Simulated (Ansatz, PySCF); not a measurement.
Bi(H)2(NMe2) (C2H8BiN), SMILES [BiH2][N](C)C. Atoms are numbered in the order given.

```xyz
12

Bi    -0.4102    -0.3517     0.3369
H      0.3336    -1.7991    -0.5035
H     -1.6902    -0.2935    -0.9405
N      0.7726     1.1866    -0.6894
C      0.9285     1.0291    -2.1196
C      2.0262     1.4891    -0.0283
H      1.3721     1.9494    -2.5487
H      1.5897     0.1825    -2.4157
H     -0.0478     0.8750    -2.6039
H      2.8238     0.7245    -0.1756
H      2.4314     2.4454    -0.4131
H      1.8798     1.6159     1.0575
```

Geometry: B3LYP-D3(BJ)/def2-SVP. The structure was generated by enumeration; whether it is a known compound was not checked. The def2 effective core potentials stand for the cores of Bi; spin–orbit coupling is left out.

Two levels are set side by side: PBE-D3(BJ)/def2-SVP (Ansatz, a program for electronic structure) and B3LYP-D3(BJ)/def2-SVP (Ansatz). Each level has its own optimised geometry; the coordinates shown are those of the second. Frequencies come from the Hessian of PySCF at each geometry. Differences are taken from unrounded values.

```csv
quantity,B3LYP-D3(BJ),PBE-D3(BJ),PBE-D3(BJ) minus B3LYP-D3(BJ)
mean bond length (Å),1.398,1.407,0.009
bond Bi1–N4 (Å),2.195,2.210,0.015
bond N4–C5 (Å),1.447,1.449,0.002
bond N4–C6 (Å),1.449,1.452,0.002
bond Bi1–H2 (Å),1.832,1.845,0.013
bond Bi1–H3 (Å),1.809,1.820,0.011
bond C5–H7 (Å),1.108,1.116,0.008
bond C5–H8 (Å),1.114,1.123,0.009
bond C5–H9 (Å),1.101,1.109,0.008
bond C6–H10 (Å),1.115,1.123,0.009
bond C6–H11 (Å),1.108,1.116,0.008
bond C6–H12 (Å),1.103,1.111,0.008
highest harmonic wavenumber (cm⁻¹),3101,3041,-60
mean harmonic wavenumber (cm⁻¹),1361,1323,-38
zero-point energy (kcal/mol),58.37,56.74,-1.63
```

GGA bonds tend to be longer and softer than those of functionals with exact exchange. Differences between two approximate levels are no errors against the true value.
